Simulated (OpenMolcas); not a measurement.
# W3+ in a point-charge field

W3+ among 3 point charges of -1.5 e arranged as a planar triangle (D3h), 2.13 Å from the ion.

- Program: OpenMolcas 26.06
- Method: SS-CASPT2, IPEA 0.25 Eh, imaginary shift 0.1 Eh (closed shells correlated: 4f 5s 5p)
- Basis: ANO-RCC-VDZP [7s6p4d2f1g]
- Scalar Hamiltonian: DKH2, point nucleus
- Active space: 3 electrons in 5 orbitals (5d)
- State averaging: 2S+1 = 4 even, 10 roots; 2S+1 = 2 even, 40 roots
- Spin-orbit coupling: RASSI with atomic mean-field integrals over the reference wave functions

The lowest spin-free states (labels of D3, the rotations of D3h), above the lowest:

| State | Degeneracy | E (cm-1) | Free-ion L (%) |
| --- | --- | --- | --- |
| 4A2 | 1 | 0 | P (58) |
| 4A1 | 1 | 5160 | F (100) |
| 4A2 | 1 | 5190 | F (100) |
| 4E | 2 | 8000 | F (81) |
| 4E | 2 | 11180 | F (100) |
| 2E | 2 | 11740 | F (33) |
| 2E | 2 | 11830 | H (71) |
| 2A2 | 1 | 12180 | H (83) |
| 2E | 2 | 13350 | D (39) |
| 2E | 2 | 15890 | H (65) |
| 2A1 | 1 | 15960 | G (86) |
| 2A1 | 1 | 16170 | G (84) |
| 2A2 | 1 | 16200 | G (84) |
| 2E | 2 | 17280 | G (67) |
| 4A2 | 1 | 20670 | F (58) |
| 2A1 | 1 | 21980 | H (90) |
| 2A2 | 1 | 22100 | H (90) |
| 2E | 2 | 22180 | G (89) |
| 2A2 | 1 | 22240 | P (99) |
| 2E | 2 | 24100 | D (52) |

The lowest levels with spin-orbit coupling:

```
E (cm-1)  Degeneracy  Label      2S+1                g
       0           2   E3/2  4 (80 %)   0.00 0.00 3.77
     830           2   E1/2         4   1.78 2.04 2.04
    2040           2   E3/2         4   0.00 0.00 2.10
    5210           2   E1/2         4   0.03 0.03 4.20
    7300           2   E1/2  4 (82 %)   0.42 1.52 1.52
    8400           2   E1/2  4 (90 %)   0.86 0.86 3.43
    8790           2   E1/2         4   0.03 0.03 7.91
    9090           2   E3/2  4 (88 %)   0.00 0.00 3.36
   10340           2   E1/2  2 (57 %)   0.14 1.82 1.82
   10840           2   E1/2  4 (89 %)   0.00 0.00 7.09
   11180           2   E3/2  2 (70 %)   0.00 0.00 2.75
   11870           2   E3/2         4  0.00 0.00 11.76
   12800           2   E1/2  2 (57 %)   0.42 3.10 3.10
   12900           2   E1/2  2 (64 %)   0.00 0.00 5.66
   13180           2   E3/2  2 (80 %)   0.00 0.00 2.93
   15580           2   E1/2  4 (69 %)   0.00 0.00 9.26
   15700           2   E3/2  4 (53 %)   0.00 0.00 3.06
   16420           2         2 (82 %)   0.82 4.41 4.41
   17140           2   E3/2  2 (78 %)   0.00 0.00 3.56
   17210           2   E1/2  4 (54 %)   0.01 0.01 5.99
```

Powder χT (cm3 K/mol): 0.445 at 2 K, 0.448 at 10 K, 0.462 at 50 K, 0.48 at 100 K, 0.516 at 200 K, 0.55 at 300 K. The effective moment at 300 K is 2.828 √(χT) = 2.10 μB.

Roots that are degenerate in the reference are averaged as groups; the widest CASPT2 spread within a group is 120 cm-1 (the 2-fold group of multiplicity 4 near 11200 cm-1 above the lowest state of its run). Shifts and gaps below about the spread of the groups concerned are not significant. Spin-orbit coupling mixes the spin-free states strongly: the lowest level takes only 47 % from its leading state, 4A2. Free-ion shares, where given, are those of the reference states; single-state CASPT2 does not remix them. This is an electrostatic model: the charges have no orbitals. No measured value stands beside these numbers.
